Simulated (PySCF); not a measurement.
Molfile (atoms numbered from 1):
```
C7H8N2Si
     RDKit          3D

 18 18  0  0  0  0  0  0  0  0999 V2000
   -1.3518    2.8307    0.3589 N   0  0  0  0  0  0  0  0  0  0  0  0
   -0.5879    1.9761    0.2962 C   0  0  0  0  0  0  0  0  0  0  0  0
    0.3572    0.9310    0.2123 C   0  0  0  0  0  0  0  0  0  0  0  0
    1.7123    1.2606    0.1704 C   0  0  0  0  0  0  0  0  0  0  0  0
    2.6570    0.2565    0.0921 C   0  0  0  0  0  0  0  0  0  0  0  0
    2.2481   -1.0678    0.0605 C   0  0  0  0  0  0  0  0  0  0  0  0
    0.9002   -1.3825    0.0997 C   0  0  0  0  0  0  0  0  0  0  0  0
   -0.0777   -0.4003    0.1704 C   0  0  0  0  0  0  0  0  0  0  0  0
   -1.9167   -0.8461    0.2305 Si  0  0  0  0  0  4  0  0  0  0  0  0
   -2.6498   -0.0162   -1.0859 N   0  0  0  0  0  0  0  0  0  0  0  0
    2.0096    2.2992    0.2007 H   0  0  0  0  0  0  0  0  0  0  0  0
    3.7078    0.5032    0.0563 H   0  0  0  0  0  0  0  0  0  0  0  0
    2.9842   -1.8564    0.0037 H   0  0  0  0  0  0  0  0  0  0  0  0
    0.5955   -2.4183    0.0737 H   0  0  0  0  0  0  0  0  0  0  0  0
   -2.0801   -2.2692   -0.0615 H   0  0  0  0  0  0  0  0  0  0  0  0
   -2.4002   -0.5371    1.5862 H   0  0  0  0  0  0  0  0  0  0  0  0
   -3.6064   -0.2368   -1.3115 H   0  0  0  0  0  0  0  0  0  0  0  0
   -2.5100    0.9798   -1.1645 H   0  0  0  0  0  0  0  0  0  0  0  0
  1  2  3  0
  2  3  1  0
  3  4  2  0
  4  5  1  0
  5  6  2  0
  6  7  1  0
  7  8  2  0
  8  9  1  0
  9 10  1  0
  8  3  1  0
  4 11  1  0
  5 12  1  0
  6 13  1  0
  7 14  1  0
  9 15  1  0
  9 16  1  0
 10 17  1  0
 10 18  1  0
M  END
```

- geometry from GFN2-xTB
- shielding tensors at PBE0/pcSseg-1 (GIAO)
- program: PySCF
- a single conformation, isolated molecule, rapidly exchanging positions averaged, non-relativistic Hamiltonian

References, each an isolated molecule treated in the same way: 13C (σ = 186.93 ppm) and 1H (σ = 31.72 ppm) and 29Si (σ = 349.16 ppm) against TMS; 15N (σ = 267.73 ppm) vs NH3.

```
  atoms  nucleus  count  δ (ppm)
    N10      15N      1      7.7
     C3      13C      1        ?
     C2      13C      1        ?
    H13       1H      1     7.82
    H12       1H      1     7.78
H17/H18       1H      2     0.88
H15/H16       1H      2        ?
    Si9     29Si      1    -33.8
     C6      13C      1    137.1
     C4      13C      1    140.5
     C7      13C      1    140.0
    H11       1H      1     8.09
     C5      13C      1    135.0
     C8      13C      1        ?
     N1      15N      1        ?
    H14       1H      1     7.94
```

Question: Fill in the missing shifts.

Answer: 
- C8: 149.2 ppm, substituted aromatic carbon
- C2: 126.9 ppm, nitrile carbon; typical of a nitrile
- C3: 120.8 ppm, substituted aromatic carbon
- H15/H16: 5.43 ppm, hydrogen on a silicon bonded to C, N
- N1: 318.1 ppm, nitrile nitrogen

Exchangeable OH/NH protons stand at their gas-phase positions; hydrogen bonding in a real sample shifts them, mostly to higher δ. Shifts are as computed. Against solution values, carbons near 30 ppm lie about +3 ppm off and those near 130 ppm about +5 ppm. Of 1211 compounds with measured shifts, 218 miss one by over three times the rms of a fit or turn the order of signals round; such compounds aren't used in these exercises. Experimental scales use liquid or dissolved standards, which lie at an offset from isolated NH3 (liquid NH3: subtract about 20 ppm). Unscaled 15N shifts of sp2 nitrogen come out 20 to 40 ppm too high even then.
